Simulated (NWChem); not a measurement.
System: CH₅ClFNSi; SMILES [Si@@H](Cl)(NC)F

```xyz
10

C     -0.6118     2.5280     0.0631
N     -0.8071     1.0881    -0.0993
Si     0.3628    -0.0939     0.2473
F      1.4522    -0.3405    -0.9169
Cl    -0.6140    -1.9006     0.4846
H      0.2288     2.7051     0.7420
H     -0.3899     3.0359    -0.8850
H     -1.4984     2.9939     0.5090
H     -1.6174     0.8334    -0.6515
H      1.1124     0.2781     1.4602
```
Atoms are numbered in this order, from 1.

Program: NWChem. Pople sets run with spherical d functions. All runs use the structure optimised with B3LYP/6-31G* (spherical d). Level: B3LYP/6-31G* with SMD (1 M gas to 1 M solution), gas-phase geometry. Reactions with the solvent are ignored.

What does the run give for solvent water? Quantities: solvation free energy (kcal/mol); cavity-dispersion-structure term (kcal/mol); dipole in solution (D).


```
Quantity                                     Value
-------------------------------------------  -----
solvation free energy (kcal/mol)              -1.5
cavity-dispersion-structure term (kcal/mol)    3.3
dipole in solution (D)                        3.60
```
